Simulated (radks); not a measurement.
Charge is removed step by step from the 3d (averaged over the sub-levels emptied) level of the titanium ion Ti3+, starting from [Ar] 3d1. Calculated with a radial shooting solver on a logarithmic mesh with Libxc functionals: Dirac Kohn-Sham, BLYP, spin-unpolarised, spherical densities, point nucleus; open shells are shared between the two j in proportion to 2j + 1.

removed (e),E - E(0) (eV),eigenvalue (eV),E minus straight line (eV)
0,0.000,-34.675,0.000
0.25,9.187,-38.845,-1.629
0.5,19.435,-43.167,-2.197
0.75,30.783,-47.635,-1.666
1,43.265,-52.244,0.000

Removing the whole electron costs 43.265 eV by Delta-SCF, against 34.675 eV from minus the eigenvalue at the starting occupation. Slater's transition state (half an electron removed) gives 43.167 eV. Integrating minus the eigenvalue over the occupation (Janak's theorem) gives 43.265 eV. The mean slope of the eigenvalue, de/dn, is 17.6 eV per electron. Ionisation energy of Ti3+ in the NIST Atomic Spectra Database: 43.267 eV (measured).

Beside tabulated values, note that spin-unpolarised runs miss the spin-polarisation part of the exchange energy of open shells.
